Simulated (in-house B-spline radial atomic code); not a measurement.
A fraction x of an electron is moved 3p → 3d in Cu IV (Cu3+), starting from [Ar] 3d8 and keeping the highest spin. All numbers are computed (non-relativistic PBEsol, spin-polarised, spherical fractional occupations; point nucleus) with an all-electron radial atomic-structure program (B-spline basis), not measured.

| x | E(x) - E(0) (eV) | 3p down level (eV) | 3d down level (eV) |
| --- | --- | --- | --- |
| 0 | 0.0000 | -115.348 | -47.931 |
| 0.125 | 8.4277 | -115.461 | -48.035 |
| 0.25 | ? | ? | ? |
| 0.375 | 25.2865 | -115.685 | -48.241 |
| 0.5 | 33.7176 | -115.796 | -48.343 |
| 0.625 | ? | ? | ? |
| 0.75 | 50.5831 | -116.017 | -48.546 |
| 0.875 | 59.0175 | -116.126 | -48.646 |
| 1 | 67.4531 | -116.235 | -48.747 |

**Question.** What belongs in the row x = 0.25?

**Answer.** An energy change of 16.8565 eV; 3p down at -115.573 eV, 3d down at -48.138 eV.

**Question.** What belongs in the row x = 0.625?

**Answer.** An energy change of 42.1498 eV; 3p down at -115.907 eV, 3d down at -48.445 eV.

**Question.** Check Janak's theorem between x = 0.375 and 0.5.

**Answer.** The slope of the energy is 67.45 eV; the orbital levels give 67.45 eV (ε of the receiving orbital less ε of the emptying one, averaged over the two points).
